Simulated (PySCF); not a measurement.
Input file for PySCF: R-M06-2X/def2-TZVPP on H4OSi (SMILES O[SiH3]), a point of a torsion scan.

```python
from pyscf import gto, dft

mol = gto.M(
    atom='''
    O     1.08810377   -0.49503822   -0.25946606
    Si   -0.42465753    0.02514238    0.02913863
    H     1.85714153    0.01763747   -0.03001529
    H    -0.53063044    1.45711689   -0.25872122
    H    -0.76624180   -0.19392312    1.43604398
    H    -1.21216087   -0.80150277   -0.87068293
    ''',
    basis='def2-tzvpp',
    charge=0, spin=0, verbose=4, max_memory=1800)
mf = dft.RKS(mol, xc='m062x').density_fit(auxbasis='def2-universal-jkfit')
mf.grids.level = 4
mf.conv_tol = 1e-9
mf.max_cycle = 150
mf.kernel()
mf.dip_moment()
```

The log:

```
PySCF version 2.14.0

[INPUT] verbose = 4
[INPUT] num. atoms = 6
[INPUT] num. electrons = 26
[INPUT] charge = 0
[INPUT] spin (= nelec alpha-beta = 2S) = 0
[INPUT] symmetry False subgroup None
[INPUT] Mole.unit = angstrom
[INPUT] Symbol           X                Y                Z      unit          X                Y                Z       unit  Magmom
[INPUT]  1 O      1.088103770000  -0.495038220000  -0.259466060000 AA    2.056218120407  -0.935486656992  -0.490319792020 Bohr   0.0
[INPUT]  2 Si    -0.424657530000   0.025142380000   0.029138630000 AA   -0.802486428434   0.047512212320   0.055064030345 Bohr   0.0
[INPUT]  3 H      1.857141530000   0.017637470000  -0.030015290000 AA    3.509488866256   0.033329987830  -0.056720677649 Bohr   0.0
[INPUT]  4 H     -0.530630440000   1.457116890000  -0.258721220000 AA   -1.002746204957   2.753551853578  -0.488912248413 Bohr   0.0
[INPUT]  5 H     -0.766241800000  -0.193923120000   1.436043980000 AA   -1.447987147194  -0.366461586021   2.713729825030 Bohr   0.0
[INPUT]  6 H     -1.212160870000  -0.801502770000  -0.870682930000 AA   -2.290652063215  -1.514620723380  -1.645352279034 Bohr   0.0

nuclear repulsion = 65.656513852405
number of shells = 49
number of NR pGTOs = 173
number of NR cGTOs = 129
basis = def2-tzvpp
ecp = {}


******** <class 'pyscf.df.df_jk.DFRKS'> ********
method = DFRKS
initial guess = minao
damping factor = 0
level_shift factor = 0
DIIS = <class 'pyscf.scf.diis.CDIIS'>
diis_start_cycle = 1
diis_space = 8
diis_damp = 0
SCF conv_tol = 1e-09
SCF conv_tol_grad = None
SCF max_cycles = 150
direct_scf = False
XC library pyscf.dft.libxc version 7.1.2
    S. Lehtola, C. Steigemann, M. J. T. Oliveira, and M. A. L. Marques,  SoftwareX 7, 1–5 (2018)
XC functionals = m062x
    Y. Zhao and D. G. Truhlar,  Theor. Chem. Acc. 120, 215 (2008)
    Y. Zhao and D. G. Truhlar,  Theor. Chem. Acc. 120, 215 (2008)
radial grids:
    Treutler-Ahlrichs [JCP 102, 346 (1995); DOI:10.1063/1.469408] (M4) radial grids

becke partition: Becke, JCP 88, 2547 (1988); DOI:10.1063/1.454033
pruning grids: <function nwchem_prune>
grids dens level: 4
symmetrized grids: False
atomic radii adjust function: <function treutler_atomic_radii_adjust>
small_rho_cutoff = 0
Set gradient conv threshold to 3.16228e-05
Initial guess from minao.
tot grids = 120016
******** <class 'pyscf.df.df.DF'> ********
auxbasis = def2-universal-jkfit
init E= -367.091639798776
  HOMO = -0.36648766976553  LUMO = -0.0246590382133931  gap/eV = 9.30163
cycle= 1 E= -367.073222640186  delta_E= 0.0184  |g|= 0.615  |ddm|= 1.64
  HOMO = -0.276848275619827  LUMO = 0.0338764877434699  gap/eV = 8.45525
cycle= 2 E= -367.041920543436  delta_E= 0.0313  |g|= 0.768  |ddm|= 0.655
  HOMO = -0.373870606878799  LUMO = 0.0269207554162136  gap/eV = 10.90609
cycle= 3 E= -367.1412248201  delta_E= -0.0993  |g|= 0.0346  |ddm|= 0.383
  HOMO = -0.371602826034515  LUMO = 0.0301791472642066  gap/eV = 10.93304
cycle= 4 E= -367.141456917513  delta_E= -0.000232  |g|= 0.00753  |ddm|= 0.0273
  HOMO = -0.372262622994094  LUMO = 0.0297895075600252  gap/eV = 10.94040
cycle= 5 E= -367.141468323978  delta_E= -1.14e-05  |g|= 0.00092  |ddm|= 0.00586
  HOMO = -0.372163378531275  LUMO = 0.0298189324093201  gap/eV = 10.93850
cycle= 6 E= -367.141468617906  delta_E= -2.94e-07  |g|= 0.000216  |ddm|= 0.00105
  HOMO = -0.372174485217943  LUMO = 0.0298107397062495  gap/eV = 10.93858
cycle= 7 E= -367.141468632946  delta_E= -1.5e-08  |g|= 4.56e-05  |ddm|= 0.000235
  HOMO = -0.372167949399082  LUMO = 0.0298141686055047  gap/eV = 10.93849
cycle= 8 E= -367.141468633836  delta_E= -8.89e-10  |g|= 1.26e-05  |ddm|= 6.15e-05
  HOMO = -0.372169692139559  LUMO = 0.0298131694480972  gap/eV = 10.93851
Extra cycle  E= -367.141468633886  delta_E= -5.07e-11  |g|= 6.17e-06  |ddm|= 1.87e-05
converged SCF energy = -367.141468633886
Dipole moment(X, Y, Z, Debye):  0.50205,  1.10182,  0.49234
```

The calculation finished and met its thresholds.

Cost: very roughly 11 core-seconds.
